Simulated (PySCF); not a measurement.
SeCl3, SMILES Cl[Se+](Cl)Cl, charge +1. Atoms are numbered in the order given.

```xyz
4

Se     0.0000     0.0000     0.5627
Cl     1.6454    -0.9500    -0.3752
Cl    -1.6454    -0.9500    -0.3752
Cl     0.0000     1.9000    -0.3752
```
Charge +1, spin multiplicity 1.

The structure is a stationary point at PBE0-D3(BJ)/def2-SVP. The multiplicity is an assumed one; other spin states were not compared. The isomer is the one that the SMILES or the coordinates give; other isomers of the formula were not compared.

Method: HF/pcSseg-1 run with PySCF.

GIAO shieldings, no solvent; atoms alike by connectivity are averaged. δ = σ(ref) − σ: ⁷⁷Se against Me2Se (σ = 1942.8 ppm); ³⁵Cl against HCl (σ = 958.2 ppm), references at their B3LYP-D3(BJ)/def2-TZVP geometries, non-relativistic (without spin–orbit terms, shifts of atoms bonded to Cl or Br come out too high).

Computed chemical shifts:
```csv
nucleus,atoms,count,δ (ppm)
⁷⁷Se,Se1,1,1345.7
³⁵Cl,"Cl2, Cl3, Cl4",3,516.8
```
